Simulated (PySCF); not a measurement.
A geometry optimisation, step by step.

Species: C6H8OSi.
SMILES with atom numbers: `[CH3:1][C:2](=[O:3])[C:4]1=[CH:5][CH:6]=[CH:7][SiH2:8]1` (hydrogens: H9, H10, H11 on C1; H12 on C5; H13 on C6; H14 on C7; H15, H16 on Si8)

Method: PBE/def2-SV(P) geometry optimisation, gas phase (PySCF 2.14.0); density fitting, grid level 1; the optimiser is geomeTRIC in internal coordinates, started from a GFN2-xTB structure. The frame can shift and turn from step to step; on so coarse a grid that alone can change the energy by a few meV, and forces under 0.02 eV/Å are noise.

Step 0: E = -16252.2376 eV, largest atomic force 1.589 eV/Å
```
atom  x, y, z in Å  |  force x, y, z in eV/Å
C1     -2.556   -0.017   -0.464    0.177   0.057   0.504
C2     -1.525    0.085    0.637   -0.082  -0.105  -0.926
O3     -1.841    0.213    1.806   -0.406   0.150   1.370
C4     -0.120    0.025    0.267   -0.304   0.113   0.978
C5      0.409   -0.113   -0.967    0.174  -0.018  -0.138
C6      1.856   -0.141   -1.036   -0.184  -0.039  -0.362
C7      2.507   -0.026    0.130    0.394   0.128   1.210
Si8     1.267    0.143    1.554   -0.169  -0.166  -1.571
H9     -2.416    0.793   -1.176    0.053   0.555  -0.626
H10    -3.555    0.044   -0.039   -0.682   0.040   0.294
H11    -2.443   -0.962   -0.990    0.037  -0.676  -0.492
H12    -0.169   -0.202   -1.877   -0.549  -0.063  -0.679
H13     2.341   -0.249   -1.997    0.458  -0.086  -0.735
H14     3.583   -0.035    0.186    0.967  -0.017  -0.029
H15     1.310   -0.995    2.467    0.048  -0.596   0.671
H16     1.344    1.446    2.206    0.068   0.722   0.529
```

Step 1: E = -16252.4555 eV, largest atomic force 0.208 eV/Å
```
atom  x, y, z in Å  |  force x, y, z in eV/Å
C1     -2.747    0.120   -0.565   -0.045  -0.014  -0.119
C2     -1.709    0.222    0.540   -0.026   0.025   0.204
O3     -2.044    0.349    1.721    0.020  -0.011  -0.057
C4     -0.278    0.166    0.192    0.084   0.003   0.023
C5      0.285    0.026   -1.051   -0.099  -0.007  -0.084
C6      1.756   -0.002   -1.123    0.073  -0.011  -0.094
C7      2.437    0.115    0.055    0.021   0.010   0.065
Si8     1.148    0.280    1.435    0.022  -0.003  -0.018
H9     -2.619    0.940   -1.308   -0.007  -0.010   0.004
H10    -3.762    0.182   -0.124    0.010   0.001   0.018
H11    -2.646   -0.840   -1.119   -0.006   0.012   0.003
H12    -0.311   -0.065   -1.980    0.030   0.002   0.026
H13     2.253   -0.114   -2.106   -0.021   0.003   0.025
H14     3.539    0.104    0.090   -0.030   0.003   0.022
H15     1.205   -0.853    2.429   -0.013   0.013  -0.011
H16     1.240    1.595    2.167   -0.012  -0.015  -0.007
```

Step 2: E = -16252.4564 eV, largest atomic force 0.061 eV/Å
```
atom  x, y, z in Å  |  force x, y, z in eV/Å
C1     -2.750    0.120   -0.562   -0.018  -0.001  -0.024
C2     -1.707    0.221    0.542    0.005   0.002   0.061
O3     -2.035    0.345    1.724   -0.001  -0.006  -0.051
C4     -0.275    0.166    0.186    0.048   0.003  -0.017
C5      0.289    0.026   -1.057   -0.059  -0.003  -0.007
C6      1.762   -0.002   -1.125    0.012   0.002   0.015
C7      2.437    0.117    0.057    0.014   0.000  -0.008
Si8     1.146    0.280    1.431    0.003   0.000  -0.003
H9     -2.628    0.941   -1.305    0.002   0.000   0.007
H10    -3.762    0.181   -0.114   -0.002   0.000   0.005
H11    -2.652   -0.839   -1.119    0.003   0.001   0.007
H12    -0.304   -0.066   -1.987    0.004   0.000   0.000
H13     2.261   -0.114   -2.107   -0.006   0.001   0.004
H14     3.538    0.107    0.100    0.001   0.001   0.009
H15     1.197   -0.852    2.425   -0.002   0.000   0.000
H16     1.231    1.595    2.163   -0.003   0.000   0.001
```

Step 3: E = -16252.4563 eV, largest atomic force 0.078 eV/Å
```
atom  x, y, z in Å  |  force x, y, z in eV/Å
C1     -2.752    0.119   -0.562    0.012   0.000  -0.007
C2     -1.705    0.219    0.541   -0.025  -0.003   0.001
O3     -2.036    0.341    1.722    0.020  -0.001   0.004
C4     -0.273    0.166    0.185   -0.038   0.002  -0.020
C5      0.288    0.026   -1.060    0.031   0.005   0.072
C6      1.763    0.000   -1.124    0.027  -0.003  -0.029
C7      2.439    0.119    0.058   -0.043  -0.001  -0.017
Si8     1.147    0.281    1.430    0.005   0.001   0.008
H9     -2.632    0.941   -1.303    0.001   0.002   0.000
H10    -3.762    0.178   -0.110    0.002  -0.001   0.001
H11    -2.654   -0.840   -1.119    0.001  -0.004   0.000
H12    -0.304   -0.067   -1.990    0.003   0.000  -0.001
H13     2.261   -0.112   -2.104    0.009   0.000  -0.012
H14     3.541    0.110    0.102    0.001   0.000  -0.006
H15     1.197   -0.850    2.424   -0.002  -0.003   0.003
H16     1.229    1.596    2.162   -0.003   0.004   0.003
```

Step 4: E = -16252.4565 eV, largest atomic force 0.023 eV/Å
```
atom  x, y, z in Å  |  force x, y, z in eV/Å
C1     -2.751    0.119   -0.562    0.002   0.001  -0.001
C2     -1.706    0.219    0.542   -0.007  -0.003   0.000
O3     -2.035    0.341    1.723    0.004  -0.001   0.000
C4     -0.274    0.166    0.186   -0.012   0.003  -0.009
C5      0.288    0.026   -1.058    0.009   0.000   0.021
C6      1.763    0.000   -1.125    0.005   0.000   0.000
C7      2.438    0.120    0.057   -0.009  -0.001  -0.011
Si8     1.146    0.281    1.430    0.002   0.001   0.003
H9     -2.630    0.941   -1.303    0.001   0.001   0.001
H10    -3.761    0.178   -0.111    0.000  -0.001   0.000
H11    -2.652   -0.840   -1.119    0.001  -0.002   0.001
H12    -0.304   -0.067   -1.988    0.000   0.000  -0.003
H13     2.261   -0.112   -2.106    0.002   0.001  -0.003
H14     3.539    0.110    0.101    0.002   0.001  -0.001
H15     1.197   -0.850    2.424    0.000  -0.002   0.001
H16     1.228    1.596    2.163   -0.001   0.002   0.002
```

Question: Summarise the path.

Answer: The energy falls by 0.2189 eV from step 0 to step 4; nine tenths of that is first reached at step 1. It never rises by more than 0.2 meV. The largest force goes from 1.589 to 0.023 eV/Å. Among the bonds Si8–H16 changes most (a near tie, within 0.001 Å, with another), from 1.459 to 1.507 Å; the atoms move by 0.059 Å rms after alignment.

Question: Follow the three bonds and two angles with the largest change from start to end.

Answer: 
```tsv
step	E above end (eV)	largest force (eV/Å)	Si8–H16 (Å)	Si8–H15 (Å)	C5–C6 (Å)	H15–Si8–H16 (°)	C4–Si8–C7 (°)
0	0.2189	1.589	1.459	1.459	1.449	114.5	87.9
1	0.0010	0.208	1.508	1.508	1.473	109.4	91.7
2	0.0001	0.061	1.507	1.507	1.475	109.4	91.7
3	0.0002	0.078	1.507	1.507	1.477	109.4	91.7
4	0.0000	0.023	1.507	1.507	1.476	109.4	91.7
```

The cost below is that of the whole optimisation. On Intel Xeon at 2.70 GHz, one thread, on a shared host, this took 2.0 min and 0.58 GiB of memory at its peak.
